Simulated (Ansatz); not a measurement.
`C=[CH][In]([F])[F]` and `C=[CH][In]([F])[Cl]` differ in one atom or group.

Ansatz, PBE0-D4/def2-TZVP geometries, multiplicity 1. Each molecule was computed in one conformer, which needn't be the lowest.

Elements past krypton have def2 core potentials.

| property | `C=[CH][In]([F])[F]` |
| --- | --- |
| LUMO energy (PBE0/def2-TZVPP) / eV | -1.85 |
| zero-point energy (PBE0-D4/def2-TZVP) / kJ/mol | 118.5 |
| size of the dipole moment (ωB97M-V/def2-TZVPP) / D | 4.62 |
| HOMO energy (ωB97M-V/def2-TZVPP) / eV | -11.28 |
| HOMO energy (PBE0/def2-TZVPP) / eV | -9.03 |
| HOMO–LUMO gap (PBE/def2-TZVPP) / eV | 4.97 |

Give the same properties after the change, and the shifts. (Estimate.)

Ansatz gave: 
```tsv
property	`C=[CH][In]([F])[Cl]`	shift
LUMO energy (PBE0/def2-TZVPP) / eV	-1.87	-0.02
zero-point energy (PBE0-D4/def2-TZVP) / kJ/mol	116.8	-1.7
size of the dipole moment (ωB97M-V/def2-TZVPP) / D	4.02	-0.60
HOMO energy (ωB97M-V/def2-TZVPP) / eV	-10.91	0.37
HOMO energy (PBE0/def2-TZVPP) / eV	-8.72	0.31
HOMO–LUMO gap (PBE/def2-TZVPP) / eV	4.67	-0.30
```

Dipoles are sizes alone; their direction can turn.
